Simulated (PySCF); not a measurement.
Compound: [MoO4]2- (charge -2 and singlet state).
Bonds: Mo1–O2, Mo1–O3, Mo1–O4, Mo1–O5.

Method: PBE0-D3(BJ)/def2-SVP geometry optimisation, gas phase, def2 core potentials past Kr in PySCF 2.14.0.

Problem. Give the optimised bond lengths and angles.

Solution. 
| bond | length (Å) |
| --- | --- |
| Mo1–O2 and 3 like bonds | 1.766 |

Bonds in one row agree within 0.01 Å and their mean is given. A selection of angles:
| angle | degrees |
| --- | --- |
| O2–Mo1–O3 | 109.4 |

All 4 Mo–O bonds measure 1.766 Å. Mo1 (molybdenum bonded to 4 O) is tetrahedral (angles from 109.4° to 109.5°).

Point group: Td (every atom within 0.08 Å of its image). PBE0-D3(BJ)/def2-SVP frequencies: not computed here. Whether so highly charged an anion holds all its electrons in the gas phase wasn't checked; a finite basis holds them in any case. The ion is multiply charged and computed without counter-ions or solvent. The geometry's basis has no diffuse functions, a weakness for an anion.

The run took 14 s on an Arm Neoverse V2 with one thread, shared host. That covers the optimisation of the geometry.
